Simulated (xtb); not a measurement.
F3Se (SMILES F[Se+](F)F), charge +1, singlet, from a rough starting geometry; xtb with GFN2-xTB.

Here is a job for xtb.
```
$ xtb mol.xyz --gfn 2 --chrg 1 --opt vtight --json

# file mol.xyz
4

Se    -0.10932511     0.18762896     0.62275063
F     -1.16888450    -0.83529740    -0.08133944
F      0.02853492     1.24700662    -0.71161499
F      1.30180208    -0.62598289     0.21946738
```

Output, abridged:

```
   ID    Z sym.   atoms
    1   34 Se     1
    2    9 F      2-4

           -------------------------------------------------
          |                Calculation Setup                |
           -------------------------------------------------

           -------------------------------------------------
          |                 G F N 2 - x T B                 |
           -------------------------------------------------

          ...................................................
          :                      SETUP                      :
          :.................................................:
          :  # basis functions                  22          :
          :  # atomic orbitals                  21          :
          :  # shells                            9          :
          :  # electrons                        26          :
          :  max. iterations                   250          :
          :  Hamiltonian                  GFN2-xTB          :
          :  restarted?                      false          :
          :  GBSA solvation                  false          :
          :  PC potential                    false          :
          :  electronic temp.          300.0000000     K    :
          :  accuracy                    1.0000000          :
          :  -> integral cutoff          0.2500000E+02      :
          :  -> integral neglect         0.1000000E-07      :
          :  -> SCF convergence          0.1000000E-05 Eh   :
          :  -> wf. convergence          0.1000000E-03 e    :
          :  Broyden damping             0.4000000          :
          :  net charge                          1          :
          :  unpaired electrons                  0          :
          ...................................................

 iter      E             dE          RMSdq      gap      omega  full diag
   1    -16.6802163 -0.166802E+02  0.119E+01    7.44       0.0  T
   2    -16.8339384 -0.153722E+00  0.381E+00    6.02       1.0  T
   3    -16.8372730 -0.333465E-02  0.156E+00    5.73       1.0  T
   4    -16.8372798 -0.679445E-05  0.591E-01    5.90       1.0  T
   5    -16.8376739 -0.394086E-03  0.267E-01    5.79       1.0  T
   6    -16.8377522 -0.782619E-04  0.116E-01    5.84       1.0  T
   7    -16.8377734 -0.212456E-04  0.365E-02    5.83       1.4  T
   8    -16.8377756 -0.215862E-05  0.588E-03    5.83       8.5  T
   9    -16.8377757 -0.570897E-07  0.531E-04    5.83      94.2  T
  10    -16.8377757 -0.129425E-09  0.113E-04    5.83     440.5  T

   *** convergence criteria satisfied after 10 iterations ***

         :::::::::::::::::::::::::::::::::::::::::::::::::::::
         ::                     SUMMARY                     ::
         :::::::::::::::::::::::::::::::::::::::::::::::::::::
         :: total energy             -16.826149020336 Eh    ::
         :: gradient norm              0.025881210287 Eh/a0 ::
         :: HOMO-LUMO gap              5.827307591173 eV    ::
         ::.................................................::
         :: SCC energy               -16.837775605353 Eh    ::
         :: -> isotropic ES            0.202453998256 Eh    ::
         :: -> anisotropic ES          0.010767674852 Eh    ::
         :: -> anisotropic XC         -0.007801916075 Eh    ::
         :: -> dispersion             -0.001524188550 Eh    ::
         :: repulsion energy           0.011626585017 Eh    ::
         :: add. restraining           0.000000000000 Eh    ::
         :: total charge               1.000000000000 e     ::
         :::::::::::::::::::::::::::::::::::::::::::::::::::::

      -----------------------------------------------------------
     |                   =====================                   |
     |                        A N C O P T                        |
     |                   =====================                   |
     |               Approximate Normal Coordinate               |
[...]
 * total energy  :   -16.8261490 Eh     change       -0.1424993E-10 Eh
 * total energy  :   -16.8268412 Eh     change       -0.6921911E-03 Eh
 * total energy  :   -16.8273820 Eh     change       -0.5407641E-03 Eh
 * total energy  :   -16.8274289 Eh     change       -0.4690348E-04 Eh
 * total energy  :   -16.8274563 Eh     change       -0.2738058E-04 Eh
 * total energy  :   -16.8274573 Eh     change       -0.1052605E-05 Eh
 * total energy  :   -16.8274576 Eh     change       -0.2935956E-06 Eh
 * total energy  :   -16.8274576 Eh     change       -0.4338854E-07 Eh
   *** GEOMETRY OPTIMIZATION CONVERGED AFTER 8 ITERATIONS ***
         :: total energy             -16.827457649184 Eh    ::
[...]

           -------------------------------------------------
          |                Property Printout                |
           -------------------------------------------------

    * Orbital Energies and Occupations

         #    Occupation            Energy/Eh            Energy/eV
      -------------------------------------------------------------
         1        2.0000           -1.1396576             -31.0117
         2        2.0000           -1.1207953             -30.4984
         3        2.0000           -1.1207887             -30.4982
         4        2.0000           -0.9796800             -26.6584
         5        2.0000           -0.8778719             -23.8881
         6        2.0000           -0.8778698             -23.8881
         7        2.0000           -0.8668556             -23.5883
         8        2.0000           -0.8244972             -22.4357
         9        2.0000           -0.8244940             -22.4356
        10        2.0000           -0.8142836             -22.1578
        11        2.0000           -0.8134325             -22.1346
        12        2.0000           -0.8134318             -22.1346
        13        2.0000           -0.7956807             -21.6516 (HOMO)
        14                         -0.5674188             -15.4403 (LUMO)
        15                         -0.5674032             -15.4398
        16                         -0.3335511              -9.0764
        17                         -0.1195045              -3.2519
        18                         -0.1167315              -3.1764
        19                         -0.1167042              -3.1757
        20                          0.6494932              17.6736
        21                          0.6495260              17.6745
      -------------------------------------------------------------
                  HL-Gap            0.2282619 Eh            6.2113 eV
             Fermi-level           -0.6815498 Eh          -18.5459 eV

     #   Z          covCN         q      C6AA      α(0)
     1  34 Se       2.352     1.300   196.850    24.447
     2   9 F        0.784    -0.100    10.252     3.782
     3   9 F        0.784    -0.100    10.252     3.782
     4   9 F        0.784    -0.100    10.252     3.782

 Mol. C6AA /au·bohr⁶  :        540.922087
 Mol. C8AA /au·bohr⁸  :      24371.266857
 Mol. α(0) /au        :         35.793840

Wiberg/Mayer (AO) data.
largest (>0.10) Wiberg bond orders for each atom

 ---------------------------------------------------------------------------
     #   Z sym  total        # sym  WBO       # sym  WBO       # sym  WBO
 ---------------------------------------------------------------------------
     1  34 Se   3.666 --     3 F    1.222     2 F    1.222     4 F    1.222
     2   9 F    1.348 --     1 Se   1.222
     3   9 F    1.348 --     1 Se   1.222
     4   9 F    1.348 --     1 Se   1.222
 ---------------------------------------------------------------------------

Topologies differ in total number of bonds
Writing topology from bond orders to xtbtopo.mol

molecular dipole:
                 x           y           z       tot (Debye)
 q only:       -0.238       0.602       1.640
   full:       -0.218       0.556       1.521       4.153
molecular quadrupole (traceless):
                xx          xy          yy          xz          yz          zz
 q only:       -1.463      -0.213      -1.007      -0.582       1.473       2.470
  q+dip:       -1.478      -0.218      -1.015      -0.593       1.492       2.493
   full:       -1.166      -0.166      -0.804      -0.454       1.167       1.971

optimized geometry written to: xtbopt.xyz

           -------------------------------------------------
          | TOTAL ENERGY              -16.827457649184 Eh   |
          | GRADIENT NORM               0.000023302841 Eh/α |
          | HOMO-LUMO GAP               6.211322076803 eV   |
           -------------------------------------------------

normal termination of xtb
```
